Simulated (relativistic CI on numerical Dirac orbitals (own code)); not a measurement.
## d2 in a ligand field

Computed with a parametric ligand-field model of a d^n configuration (Racah B and C, spin-orbit zeta, crystal field), exact diagonalisation.

Field parameters in Wybourne normalisation: Td as Oh with Dq negative (B⁴₀ = 21Dq, B⁴₄ = √(5/14) B⁴₀). The field is a parameter set, without covalency.

B = 850 cm⁻¹, C = 3750 cm⁻¹ (C/B = 4.41), Td, no spin-orbit coupling. Tanabe-Sugano data, E/B above the lowest term (Δ = |10Dq|; b, c mark the second and third term of a kind):

| Δ/B | 3A2 | 3T2 | 3T1 | 1E | 1T2 | 1A1 |
| --- | --- | --- | --- | --- | --- | --- |
| 1.0 | 0.00 | 1.00 | 1.79 | 14.55 | 15.22 | 21.59 |
| 2.8 | 0.00 | 2.80 | 4.95 | 15.34 | 17.57 | 22.84 |
| 4.6 | 0.00 | 4.60 | 8.01 | 15.76 | 19.77 | 23.91 |
| 6.4 | 0.00 | 6.40 | 10.96 | 16.00 | 21.85 | 24.84 |
| 8.2 | 0.00 | 8.20 | 13.79 | 16.16 | 23.87 | 25.64 |
| 10.0 | 0.00 | 10.00 | 16.48 | 16.27 | 25.82 | 26.33 |
| 11.8 | 0.00 | 11.80 | 19.04 | 16.35 | 27.75 | 26.93 |
| 13.6 | 0.00 | 13.60 | 21.47 | 16.40 | 29.64 | 27.45 |
| 15.4 | 0.00 | 15.40 | 23.80 | 16.45 | 31.52 | 27.90 |
| 17.2 | 0.00 | 17.20 | 26.03 | 16.49 | 33.39 | 28.30 |
| 19.0 | 0.00 | 19.00 | 28.19 | 16.52 | 35.24 | 28.65 |
| 20.8 | 0.00 | 20.80 | 30.29 | 16.54 | 37.09 | 28.97 |

The ground term stays 3A2.
